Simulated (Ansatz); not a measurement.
`C=C[SiH2]C=N` and `N=C[SiH2]F` differ in one atom or group.

Ansatz, PBE0-D4/def2-TZVP geometries, multiplicity 1. Each molecule was computed in one conformer, which needn't be the lowest.

```
                                      property  `C=C[SiH2]C=N`
           HOMO–LUMO gap (PBE/def2-TZVPP) / eV            3.92
         HOMO–LUMO gap (B3LYP/def2-TZVPP) / eV            6.02
size of the dipole moment (PBE/def2-TZVPP) / D            0.93
           LUMO energy (B3LYP/def2-TZVPP) / eV           -1.07
            HOMO energy (PBE0/def2-TZVPP) / eV           -7.30
         LUMO energy (ωB97M-V/def2-TZVPP) / eV            1.40
```

Problem. What does the change do to each property? (Estimate.)

Solution. Computed: 
| property | `N=C[SiH2]F` | shift |
| --- | --- | --- |
| HOMO–LUMO gap (PBE/def2-TZVPP) / eV | 3.75 | -0.17 |
| HOMO–LUMO gap (B3LYP/def2-TZVPP) / eV | 5.84 | -0.18 |
| size of the dipole moment (PBE/def2-TZVPP) / D | 1.78 | 0.85 |
| LUMO energy (B3LYP/def2-TZVPP) / eV | -1.45 | -0.38 |
| HOMO energy (PBE0/def2-TZVPP) / eV | -7.50 | -0.20 |
| LUMO energy (ωB97M-V/def2-TZVPP) / eV | 1.05 | -0.35 |

With PBE0 the HOMO falls by 0.20 eV and the LUMO falls by 0.38 eV, so the gap narrows by about 0.18 eV. PBE moves the HOMO by -0.19 eV and ωB97M-V by -0.20 eV. Dipoles are sizes alone; their direction can turn.

B3LYP here is the variant with VWN-RPA as its local correlation; programs differ in this.
